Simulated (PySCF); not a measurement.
C6H4N2Se.
Bonds: C1–C2 (aromatic), C2–C3 (aromatic), C3–C4 (aromatic), C4–Se5 (aromatic), Se5–N6 (aromatic), N6–N7 (aromatic), N7–C8 (aromatic), C8–C9 (aromatic), C1–C9 (aromatic), C4–C8 (aromatic). Hydrogens: H10 on C1; H11 on C2; H12 on C3; H13 on C9.

Computed by this run: PBE0-D3(BJ)/def2-SVP geometry optimisation, gas phase in PySCF 2.14.0; density fitting, grid level 2; the optimiser is geomeTRIC in internal coordinates, started from a GFN2-xTB structure.

Step 0: E = -74582.7233 eV
```
atom  x, y, z in Å  |  force x, y, z in eV/Å
C1     -1.3585    0.9482    0.2461   -0.100  -0.034   0.003
C2     -1.6431   -0.4151    0.1270   -0.021   0.085   0.016
C3     -0.6439   -1.3419   -0.0785    0.114  -0.095  -0.024
C4      0.6688   -0.8948   -0.1693    0.292  -0.005  -0.029
Se5     2.2641   -1.8174   -0.4382   -0.742  -0.264   0.049
N6      3.0707   -0.1318   -0.3431    1.512   0.059  -0.152
N7      2.2788    0.7890   -0.1594    0.317   1.091   0.088
C8      0.9618    0.4930   -0.0503   -0.736  -0.980  -0.031
C9     -0.0671    1.4120    0.1596    0.186  -0.080  -0.026
H10    -2.1692    1.6422    0.4081   -0.338   0.319   0.070
H11    -2.6675   -0.7488    0.1984   -0.450  -0.150   0.032
H12    -0.8717   -2.3935   -0.1677   -0.156  -0.418  -0.031
H13     0.1725    2.4594    0.2495    0.121   0.472   0.035
```

Q: Estimate the geometry and energy of step 1. (The exact step hangs on the optimiser's Hessian estimate; all steps are aligned on step 0, rigid shifts and turns removed.)

A: E = -74582.8092 eV, largest force 0.214 eV/Å
```
atom  x, y, z in Å  |  force x, y, z in eV/Å
C1     -1.3664    0.9525    0.2474   -0.031   0.060   0.010
C2     -1.6545   -0.4179    0.1289   -0.059  -0.022   0.002
C3     -0.6520   -1.3537   -0.0797   -0.018  -0.085  -0.006
C4      0.6730   -0.9107   -0.1720    0.037   0.008  -0.002
Se5     2.2539   -1.8245   -0.4381    0.122  -0.145  -0.030
N6      3.1232   -0.0841   -0.3421   -0.142   0.025   0.022
N7      2.2943    0.8108   -0.1572    0.039  -0.067  -0.013
C8      0.9601    0.4688   -0.0528    0.007   0.213   0.022
C9     -0.0614    1.4046    0.1574   -0.031   0.026   0.007
H10    -2.1804    1.6625    0.4118    0.024  -0.014  -0.005
H11    -2.6918   -0.7562    0.2026    0.033   0.010  -0.003
H12    -0.8965   -2.4146   -0.1694    0.011   0.035   0.003
H13     0.1940    2.4629    0.2454    0.009  -0.045  -0.006
```

The energy changes by -0.0859 eV. The first-order estimate −F·Δx gives -0.1890 eV and the mean of the old and new forces, exact on a quadratic surface, -0.0880 eV. The step makes an angle of 44° with the force vector and moves no atom by more than 0.071 Å.

The cost below is that of the whole optimisation. On one thread of an Arm Neoverse V2, shared host, this took 85 s and 0.87 GiB of memory at its peak.
